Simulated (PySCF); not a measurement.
C$_{3}$H$_{7}$O (SMILES [CH2-]OCC), charge -1, singlet, geometry from GFN2-xTB (in this run its highest filled SCF level lies above zero, so its values depend strongly on the basis, on diffuse functions most of all); CAMB3LYP/def2-SV(P) run with PySCF.

Here is a job for PySCF.
```python
from pyscf import gto, scf, dft

mol = gto.Mole()
mol.atom = '''
    O     0.03611404   -0.77593725    0.00088671
    C     0.02606095    0.60066436   -0.00046830
    C     1.38198523   -1.38415851    0.00690185
    C    -1.40696629    1.14758787   -0.00677684
    H     0.56020300    1.00696541    0.89188748
    H     0.56739495    1.00526473   -0.88925576
    H     1.92930273   -0.90586634   -0.88026457
    H     1.92212424   -0.90416885    0.89754425
    H    -1.93120833    0.78992516   -0.89091279
    H    -1.93833386    0.79161013    0.87377814
    H    -1.40487439    2.23920543   -0.00781069
'''
mol.basis = 'def2-sv(p)'
mol.charge = -1
mol.verbose = 4
mol.build()

mf = dft.RKS(mol)
mf.xc = 'camb3lyp'
mf.level_shift = 0.1
mf.max_cycle = 100
mf.kernel()
mf.analyze()
```

What the program printed (banner, timings and long lists left out):

```
PySCF version 2.14.0

[INPUT] verbose = 4
[INPUT] num. atoms = 11
[INPUT] num. electrons = 34
[INPUT] charge = -1
[INPUT] spin (= nelec alpha-beta = 2S) = 0
[INPUT] symmetry False subgroup None
[INPUT] Mole.unit = angstrom
[INPUT] Symbol           X                Y                Z      unit          X                Y                Z       unit  Magmom
[INPUT]  1 O      0.036114040000  -0.775937250000   0.000886710000 AA    0.068245644852  -1.466308892348   0.001675639052 Bohr   0.0
[INPUT]  2 C      0.026060950000   0.600664360000  -0.000468300000 AA    0.049248058046   1.135091133187  -0.000884958744 Bohr   0.0
[INPUT]  3 C      1.381985230000  -1.384158510000   0.006901850000 AA    2.611573592894  -2.615680496886   0.013042606253 Bohr   0.0
[INPUT]  4 C     -1.406966290000   1.147587870000  -0.006776840000 AA   -2.658780954595   2.168626778173  -0.012806371590 Bohr   0.0
[INPUT]  5 H      0.560203000000   1.006965410000   0.891887480000 AA    1.058630244160   1.902888841810   1.685423071128 Bohr   0.0
[INPUT]  6 H      0.567394950000   1.005264730000  -0.889255760000 AA    1.072221059961   1.899675022385  -1.680449841092 Bohr   0.0
[INPUT]  7 H      1.929302730000  -0.905866340000  -0.880264570000 AA    3.645853771076  -1.711839288062  -1.663458954458 Bohr   0.0
[INPUT]  8 H      1.922124240000  -0.904168850000   0.897544250000 AA    3.632288390988  -1.708631496863   1.696112817178 Bohr   0.0
[INPUT]  9 H     -1.931208330000   0.789925160000  -0.890912790000 AA   -3.649454833179   1.492742211303  -1.683581173972 Bohr   0.0
[INPUT] 10 H     -1.938333860000   0.791610130000   0.873778140000 AA   -3.662920133371   1.495926343131   1.651201378232 Bohr   0.0
[INPUT] 11 H     -1.404874390000   2.239205430000  -0.007810690000 AA   -2.654827836515   4.231484999339  -0.014760064944 Bohr   0.0

nuclear repulsion = 124.380357710999
number of shells = 38
number of NR pGTOs = 124
number of NR cGTOs = 70
basis = def2-sv(p)
ecp = {}

******** <class 'pyscf.dft.rks.RKS'> ********
method = RKS
initial guess = minao
damping factor = 0
level_shift factor = 0.1
DIIS = <class 'pyscf.scf.diis.CDIIS'>
diis_start_cycle = 1
diis_space = 8
diis_damp = 0
SCF conv_tol = 1e-09
SCF conv_tol_grad = None
SCF max_cycles = 100
direct_scf = True
direct_scf_tol = 1e-13
XC library pyscf.dft.libxc version 7.1.2
    S. Lehtola, C. Steigemann, M. J. T. Oliveira, and M. A. L. Marques,  SoftwareX 7, 1–5 (2018)
XC functionals = camb3lyp
    T. Yanai, D. P. Tew, and N. C. Handy,  Chem. Phys. Lett. 393, 51 (2004)
radial grids:
    Treutler-Ahlrichs [JCP 102, 346 (1995); DOI:10.1063/1.469408] (M4) radial grids

becke partition: Becke, JCP 88, 2547 (1988); DOI:10.1063/1.454033
pruning grids: <function nwchem_prune>
grids dens level: 3
symmetrized grids: False
atomic radii adjust function: <function treutler_atomic_radii_adjust>
small_rho_cutoff = 0
Set gradient conv threshold to 3.16228e-05
Initial guess from minao.
tot grids = 125096
init E= -193.544118660503
  HOMO = -0.146730656025996  LUMO = 0.138231835925287  gap/eV = 7.75422
cycle= 1 E= -193.272197781292  delta_E= 0.272  |g|= 0.687  |ddm|= 3.06
  HOMO = 0.141851143187507  LUMO = 0.34700123129128  gap/eV = 5.58242
cycle= 2 E= -193.283472924573  delta_E= -0.0113  |g|= 0.746  |ddm|= 1.98
  HOMO = 0.055583742789421  LUMO = 0.348880033802714  gap/eV = 7.98100
cycle= 3 E= -193.386374141691  delta_E= -0.103  |g|= 0.0827  |ddm|= 0.673
  HOMO = 0.0276919870138301  LUMO = 0.349366349336144  gap/eV = 8.75321
cycle= 4 E= -193.388166599772  delta_E= -0.00179  |g|= 0.0274  |ddm|= 0.192
  HOMO = 0.0329704795102441  LUMO = 0.350306205189463  gap/eV = 8.63514
cycle= 5 E= -193.388358561821  delta_E= -0.000192  |g|= 0.00415  |ddm|= 0.0351
  HOMO = 0.0324783104839255  LUMO = 0.35035842295608  gap/eV = 8.64996
cycle= 6 E= -193.388368284522  delta_E= -9.72e-06  |g|= 0.00195  |ddm|= 0.0182
  HOMO = 0.0326949678651851  LUMO = 0.350201232805906  gap/eV = 8.63979
cycle= 7 E= -193.388370700295  delta_E= -2.42e-06  |g|= 0.000724  |ddm|= 0.00997
  HOMO = 0.0327655706985261  LUMO = 0.350214720298345  gap/eV = 8.63823
cycle= 8 E= -193.388371353751  delta_E= -6.53e-07  |g|= 0.000255  |ddm|= 0.00697
  HOMO = 0.032751668239726  LUMO = 0.350218117637523  gap/eV = 8.63870
cycle= 9 E= -193.388371484249  delta_E= -1.3e-07  |g|= 9.27e-05  |ddm|= 0.00384
  HOMO = 0.032754878109631  LUMO = 0.350217046781077  gap/eV = 8.63859
cycle= 10 E= -193.388371502373  delta_E= -1.81e-08  |g|= 3.33e-05  |ddm|= 0.00153
  HOMO = 0.0327535873194709  LUMO = 0.35021760346136  gap/eV = 8.63864
cycle= 11 E= -193.388371504638  delta_E= -2.27e-09  |g|= 1.52e-05  |ddm|= 0.000547
  HOMO = 0.0327555205909582  LUMO = 0.350217070076533  gap/eV = 8.63857
cycle= 12 E= -193.388371504992  delta_E= -3.54e-10  |g|= 6.27e-06  |ddm|= 0.000202
  HOMO = 0.0327545645899443  LUMO = 0.250217296902641  gap/eV = 5.91746
Extra cycle  E= -193.388371505045  delta_E= -5.29e-11  |g|= 5.82e-06  |ddm|= 8.22e-05
converged SCF energy = -193.388371505045
**** SCF Summaries ****
Total Energy =                        -193.388371505045143
Nuclear Repulsion Energy =             124.380357710999192
One-electron Energy =                 -514.925915079378683
Two-electron Energy =                  197.157185863334348
Two-electron Coulomb Energy =          224.695497345347121
DFT Exchange-Correlation Energy =      -27.538311482012759
HOMO-LUMO gap [eV] =                     5.917462353924725
**** MO energy ****
MO #1   energy= -18.9665643692116  occ= 2
MO #2   energy= -10.1080483913441  occ= 2
MO #3   energy= -10.0912158188313  occ= 2
MO #4   energy= -9.98373967088954  occ= 2
MO #5   energy= -0.859727905505943 occ= 2
MO #6   energy= -0.652336831918057 occ= 2
MO #7   energy= -0.503428530723546 occ= 2
MO #8   energy= -0.444502427449015 occ= 2
MO #9   energy= -0.364257210627687 occ= 2
MO #10  energy= -0.333980530184323 occ= 2
MO #11  energy= -0.289040604265494 occ= 2
MO #12  energy= -0.276142794672143 occ= 2
MO #13  energy= -0.270837015955661 occ= 2
MO #14  energy= -0.183942550115538 occ= 2
MO #15  energy= -0.157185829409339 occ= 2
MO #16  energy= -0.082862015771294 occ= 2
MO #17  energy= 0.0327545645899443 occ= 2
MO #18  energy= 0.250217296902641  occ= 0
MO #19  energy= 0.299188638612637  occ= 0
MO #20  energy= 0.311805670148979  occ= 0
MO #21  energy= 0.313920003155309  occ= 0
MO #22  energy= 0.362872201344647  occ= 0
MO #23  energy= 0.373929307678488  occ= 0
MO #24  energy= 0.420960164802065  occ= 0
MO #25  energy= 0.426670388769798  occ= 0
 ** Mulliken pop on meta-lowdin orthogonal AOs  **
 ** Mulliken pop  **
 ** Mulliken atomic charges  **
charge of    0O =     -0.42630
charge of    1C =      0.08280
charge of    2C =     -0.54759
charge of    3C =     -0.27389
charge of    4H =      0.02158
charge of    5H =      0.02158
charge of    6H =     -0.04147
charge of    7H =     -0.04147
charge of    8H =      0.07288
charge of    9H =      0.07288
charge of   10H =      0.05900

WARN: System has nonzero charge -1; the dipole moment is origin-dependent.
Location of origin: [0. 0. 0.]

Dipole moment(X, Y, Z, Debye): -4.38229,  6.47469, -0.02388
```
